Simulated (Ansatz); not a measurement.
The lowest singlet and triplet of CHBr (SMILES [CH]Br); geometries from B3LYP-D3(BJ)/def2-TZVP, each state relaxed from the structure named, with no frequency check.
Singlet (charge 0, multiplicity 1):
```xyz
3

C     -1.4277     0.6063     0.0000
Br     0.3028    -0.0947     0.0000
H     -2.0332    -0.3225     0.0000
```

A positive gap puts the triplet lower; no zero-point energy. R- takes a restricted singlet. U- takes an unrestricted singlet (broken symmetry where lower, unprojected). The triplet is unrestricted in single-reference levels. Active spaces average the two states.

Frozen-core correlation. Filled d and f shells under p-block atoms count as core.

Run with Ansatz (a program for electronic structure). Each number belongs to the level named beside it.

Problem. What is the computed gap E(singlet) − E(triplet), vertical, at the singlet's geometry (R-HF/cc-pVQZ)?

Solution. 0.31 eV

Problem. Predict the gap E(singlet) − E(triplet), vertical, at the singlet's geometry from FIC-MRCISD+Q on SA-CASSCF(2,2)/cc-pVQZ.

Solution. -0.58 eV

Problem. Predict the gap E(singlet) − E(triplet), vertical, at the singlet's geometry from U-CCSD/cc-pVDZ (spin-contaminated).

Solution. -0.40 eV

Doubts at one or more of the structures used: a restricted determinant that unrestricted orbitals would lower (R-HF/cc-pVQZ); T1 above 0.05 (U-CCSD/cc-pVDZ (spin-contaminated)).
